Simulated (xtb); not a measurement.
octafluoropropane (C3F8), SMILES FC(F)(F)C(F)(F)C(F)(F)F. All values are semi-empirical tight-binding results from xtb (GFN2-xTB unless named), good for trends rather than for accurate numbers. Geometry optimised at GFN2-xTB.

The geometry has at least one imaginary mode, so it is a saddle point at that level.

- point group as xtb finds it = C2v
- orbital gap = 11.56 eV
- dipole moment = 0.01 D
- static polarisability (D4 model) = 50.4 bohr³
- solvation energy, GFN2-xTB/ALPB(water) = 2.3 kcal/mol
- solvation energy, GFN2-xTB/ALPB(acetonitrile) = 0.2 kcal/mol

Computed IR lines (harmonic; lines under 4 % of the strongest left out, lines within 3 cm⁻¹ merged):
ν (cm⁻¹): 482 (w), 645 (w), 947 (m), 1077 (m), 1105 (w), 1113 (w), 1141 (vs), 1146 (s), 1161 (m) (against the strongest line: vs over 80 %, s over 45 %, m over 15 %, w over 4 %, vw less)
